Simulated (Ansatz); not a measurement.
HSeO$_{2}$ (SMILES [O-][Se]O) (charge -1), singlet: a trajectory.

Input (in.yaml):

```yaml
crystal:
  periodic: [false, false, false]
  atoms:
    - {symbol: O, position_ang: [0.882480, 0.144290, 1.276570]}
    - {symbol: Se, position_ang: [-0.720070, 0.290820, 0.817800]}
    - {symbol: O, position_ang: [-0.554720, -0.142610, -1.051770]}
    - {symbol: H, position_ang: [0.392300, -0.292500, -1.042600]}
basis:
  gaussian: {orbitals: cc-pVDZ}
total_charge: -1
hamiltonian: {xc: {name: CAM-B3LYP}, dispersion: d4}
md: {n_steps: 40, timestep: 0.75, temperature: 300, ensemble: nve, seed: 116, initial_velocities: maxwell_boltzmann}
```

Command:

```bash
ansatz run in.yaml --threads 2 --pin off --events-out ev --progress --plain --max-ram 3481MiB
```

Output of Ansatz 0.2.0:

```
Functional definition: CAM-B3LYP
  name "CAM-B3LYP"
  cite "Yanai, Tew & Handy, Chem. Phys. Lett. 393, 51 (2004) doi:10.1016/j.cplett.2004.06.011"
  cite "Iikura, Tsuneda, Yanai & Hirao, J. Chem. Phys. 115, 3540 (2001) doi:10.1063/1.1383587"
  cite "Becke, Phys. Rev. A 38, 3098 (1988) doi:10.1103/PhysRevA.38.3098"
  cite "Lee, Yang & Parr, Phys. Rev. B 37, 785 (1988) doi:10.1103/PhysRevB.37.785"
  cite "Vosko, Wilk & Nusair, Can. J. Phys. 58, 1200 (1980) doi:10.1139/p80-159"
  parameter alpha = 0.19
  parameter beta = 0.46
  parameter omega = 0.33/bohr
  parameter ac = 0.81
  # Exact exchange under (alpha + beta erf(omega r))/r, Becke's under what is left of 1/r.
  exchange = (1 - alpha - beta)*b88_x + beta*b88_x_sr(omega) + alpha*exact_x + beta*exact_x_lr(omega)
  correlation = (1 - ac)*vwn5_c + ac*lyp_c
677 factors; integrals over basis functions are off by at most 3.6e-4 eV
163 factors; integrals over basis functions are off by at most 2.6e-6 eV
mean field evaluation 1: about -69457.8679 eV, gradient 3.2e1 eV
mean field evaluation 2: about -69455.8379 eV, gradient 4.7e1 eV
mean field evaluation 4: about -69459.8915 eV, gradient 2.8e0 eV
mean field evaluation 8: about -69459.9131 eV, gradient 2.4e-2 eV
mean field -69459.91309636 eV, -2552.6047246711 hartree, gradient 1.1e-5 eV, S^2 0.000000; 0 other end points of the search recorded, 0 dependent functions left out
the calculation of the forces begins
reference -69459.91317529 eV, -2552.6047275719 hartree; 26, 26 occupied and 34, 34 virtual orbitals, 677 factors
md step     0: t =     0.00 fs  T =   300.0 K  F+E_penalty+E_count = -69459.97213987 eV  E_kin = 0.077556 eV  conserved = -69459.89458387 eV  (27 SCF iters)
md step     1: t =     0.75 fs  T =   269.4 K  F+E_penalty+E_count = -69459.96396492 eV  E_kin = 0.069642 eV  conserved = -69459.89432280 eV  (35 SCF iters, 3 dispersion substeps)
md step     2: t =     1.50 fs  T =   254.8 K  F+E_penalty+E_count = -69459.96033571 eV  E_kin = 0.065879 eV  conserved = -69459.89445659 eV  (34 SCF iters, 3 dispersion substeps)
md step     3: t =     2.25 fs  T =   249.9 K  F+E_penalty+E_count = -69459.95938205 eV  E_kin = 0.064606 eV  conserved = -69459.89477588 eV  (34 SCF iters, 3 dispersion substeps)
md step     4: t =     3.00 fs  T =   238.5 K  F+E_penalty+E_count = -69459.95652752 eV  E_kin = 0.061651 eV  conserved = -69459.89487656 eV  (34 SCF iters, 3 dispersion substeps)
md step     5: t =     3.75 fs  T =   215.2 K  F+E_penalty+E_count = -69459.95028790 eV  E_kin = 0.055622 eV  conserved = -69459.89466625 eV  (35 SCF iters, 3 dispersion substeps)
md step     6: t =     4.50 fs  T =   191.2 K  F+E_penalty+E_count = -69459.94379232 eV  E_kin = 0.049419 eV  conserved = -69459.89437381 eV  (36 SCF iters, 3 dispersion substeps)
md step     7: t =     5.25 fs  T =   182.6 K  F+E_penalty+E_count = -69459.94147736 eV  E_kin = 0.047217 eV  conserved = -69459.89426075 eV  (36 SCF iters, 3 dispersion substeps)
md step     8: t =     6.00 fs  T =   195.9 K  F+E_penalty+E_count = -69459.94506808 eV  E_kin = 0.050647 eV  conserved = -69459.89442069 eV  (34 SCF iters, 3 dispersion substeps)
md step     9: t =     6.75 fs  T =   222.0 K  F+E_penalty+E_count = -69459.95210671 eV  E_kin = 0.057379 eV  conserved = -69459.89472733 eV  (34 SCF iters, 3 dispersion substeps)
md step    10: t =     7.50 fs  T =   243.9 K  F+E_penalty+E_count = -69459.95795230 eV  E_kin = 0.063049 eV  conserved = -69459.89490281 eV  (35 SCF iters, 3 dispersion substeps)
md step    11: t =     8.25 fs  T =   252.5 K  F+E_penalty+E_count = -69459.96002614 eV  E_kin = 0.065281 eV  conserved = -69459.89474481 eV  (34 SCF iters, 3 dispersion substeps)
md step    12: t =     9.00 fs  T =   256.3 K  F+E_penalty+E_count = -69459.96067426 eV  E_kin = 0.066264 eV  conserved = -69459.89441022 eV  (36 SCF iters, 3 dispersion substeps)
md step    13: t =     9.75 fs  T =   272.2 K  F+E_penalty+E_count = -69459.96469196 eV  E_kin = 0.070363 eV  conserved = -69459.89432908 eV  (37 SCF iters, 3 dispersion substeps)
md step    14: t =    10.50 fs  T =   303.8 K  F+E_penalty+E_count = -69459.97318105 eV  E_kin = 0.078535 eV  conserved = -69459.89464611 eV  (34 SCF iters, 3 dispersion substeps)
md step    15: t =    11.25 fs  T =   334.8 K  F+E_penalty+E_count = -69459.98155542 eV  E_kin = 0.086550 eV  conserved = -69459.89500523 eV  (29 SCF iters, 3 dispersion substeps)
md step    16: t =    12.00 fs  T =   346.3 K  F+E_penalty+E_count = -69459.98458345 eV  E_kin = 0.089538 eV  conserved = -69459.89504565 eV  (34 SCF iters, 3 dispersion substeps)
md step    17: t =    12.75 fs  T =   336.1 K  F+E_penalty+E_count = -69459.98168370 eV  E_kin = 0.086889 eV  conserved = -69459.89479497 eV  (35 SCF iters, 3 dispersion substeps)
md step    18: t =    13.50 fs  T =   317.8 K  F+E_penalty+E_count = -69459.97669596 eV  E_kin = 0.082170 eV  conserved = -69459.89452612 eV  (35 SCF iters, 3 dispersion substeps)
md step    19: t =    14.25 fs  T =   306.9 K  F+E_penalty+E_count = -69459.97380200 eV  E_kin = 0.079333 eV  conserved = -69459.89446851 eV  (34 SCF iters, 3 dispersion substeps)
md step    20: t =    15.00 fs  T =   306.6 K  F+E_penalty+E_count = -69459.97391985 eV  E_kin = 0.079256 eV  conserved = -69459.89466376 eV  (34 SCF iters, 3 dispersion substeps)
md step    21: t =    15.75 fs  T =   305.8 K  F+E_penalty+E_count = -69459.97401836 eV  E_kin = 0.079065 eV  conserved = -69459.89495338 eV  (35 SCF iters, 3 dispersion substeps)
md step    22: t =    16.50 fs  T =   288.4 K  F+E_penalty+E_count = -69459.96962718 eV  E_kin = 0.074562 eV  conserved = -69459.89506565 eV  (35 SCF iters, 3 dispersion substeps)
md step    23: t =    17.25 fs  T =   248.2 K  F+E_penalty+E_count = -69459.95901259 eV  E_kin = 0.064174 eV  conserved = -69459.89483817 eV  (34 SCF iters, 3 dispersion substeps)
md step    24: t =    18.00 fs  T =   197.5 K  F+E_penalty+E_count = -69459.94550273 eV  E_kin = 0.051049 eV  conserved = -69459.89445360 eV  (35 SCF iters, 3 dispersion substeps)
md step    25: t =    18.75 fs  T =   156.3 K  F+E_penalty+E_count = -69459.93470379 eV  E_kin = 0.040395 eV  conserved = -69459.89430928 eV  (35 SCF iters, 3 dispersion substeps)
md step    26: t =    19.50 fs  T =   132.6 K  F+E_penalty+E_count = -69459.92878658 eV  E_kin = 0.034270 eV  conserved = -69459.89451668 eV  (34 SCF iters, 3 dispersion substeps)
md step    27: t =    20.25 fs  T =   116.4 K  F+E_penalty+E_count = -69459.92485451 eV  E_kin = 0.030095 eV  conserved = -69459.89475950 eV  (35 SCF iters, 3 dispersion substeps)
md step    28: t =    21.00 fs  T =    95.3 K  F+E_penalty+E_count = -69459.91937242 eV  E_kin = 0.024634 eV  conserved = -69459.89473872 eV  (35 SCF iters, 3 dispersion substeps)
md step    29: t =    21.75 fs  T =    70.0 K  F+E_penalty+E_count = -69459.91258535 eV  E_kin = 0.018096 eV  conserved = -69459.89448917 eV  (36 SCF iters, 3 dispersion substeps)
md step    30: t =    22.50 fs  T =    54.0 K  F+E_penalty+E_count = -69459.90820074 eV  E_kin = 0.013952 eV  conserved = -69459.89424850 eV  (31 SCF iters, 3 dispersion substeps)
md step    31: t =    23.25 fs  T =    60.6 K  F+E_penalty+E_count = -69459.90987285 eV  E_kin = 0.015660 eV  conserved = -69459.89421299 eV  (30 SCF iters, 3 dispersion substeps)
md step    32: t =    24.00 fs  T =    91.8 K  F+E_penalty+E_count = -69459.91814173 eV  E_kin = 0.023728 eV  conserved = -69459.89441421 eV  (30 SCF iters, 3 dispersion substeps)
md step    33: t =    24.75 fs  T =   136.3 K  F+E_penalty+E_count = -69459.92992910 eV  E_kin = 0.035226 eV  conserved = -69459.89470351 eV  (29 SCF iters, 3 dispersion substeps)
md step    34: t =    25.50 fs  T =   178.1 K  F+E_penalty+E_count = -69459.94087527 eV  E_kin = 0.046043 eV  conserved = -69459.89483276 eV  (34 SCF iters, 3 dispersion substeps)
md step    35: t =    26.25 fs  T =   210.5 K  F+E_penalty+E_count = -69459.94908448 eV  E_kin = 0.054414 eV  conserved = -69459.89467049 eV  (35 SCF iters, 3 dispersion substeps)
md step    36: t =    27.00 fs  T =   241.7 K  F+E_penalty+E_count = -69459.95691053 eV  E_kin = 0.062494 eV  conserved = -69459.89441700 eV  (35 SCF iters, 3 dispersion substeps)
md step    37: t =    27.75 fs  T =   284.2 K  F+E_penalty+E_count = -69459.96790834 eV  E_kin = 0.073468 eV  conserved = -69459.89444079 eV  (34 SCF iters, 3 dispersion substeps)
md step    38: t =    28.50 fs  T =   335.9 K  F+E_penalty+E_count = -69459.98162687 eV  E_kin = 0.086843 eV  conserved = -69459.89478423 eV  (35 SCF iters, 3 dispersion substeps)
md step    39: t =    29.25 fs  T =   379.1 K  F+E_penalty+E_count = -69459.99308690 eV  E_kin = 0.098002 eV  conserved = -69459.89508495 eV  (35 SCF iters, 3 dispersion substeps)
md step    40: t =    30.00 fs  T =   398.0 K  F+E_penalty+E_count = -69459.99794113 eV  E_kin = 0.102883 eV  conserved = -69459.89505782 eV  (29 SCF iters, 3 dispersion substeps)
Total energy: -69459.99801958 eV, -2552.6078455419 hartree
Atom 0 at     0.933319     0.124006     1.290331 Å, force    -0.642592     0.119046    -0.073233 eV/Å
Atom 1 at    -0.730928     0.296143     0.817384 Å, force     0.756912    -0.207301    -0.172945 eV/Å
Atom 2 at    -0.551511    -0.174140    -1.059342 Å, force     0.223707     0.244778     0.240981 eV/Å
Atom 3 at     0.385077     0.112867    -1.108216 Å, force    -0.338027    -0.156524     0.005197 eV/Å
Dipole moment:    -0.446784     0.201145     0.014450 e Å

[the SCF lines of later steps are left out]
```

The lines “mean field evaluation” count trial sets of orbitals through the whole run, from several starts and some on an approximate energy, so they need not fall steadily or lie above the final value.

Hardware: 2 CPU threads of an Arm Neoverse V2, shared host. Wall time about 47 s.
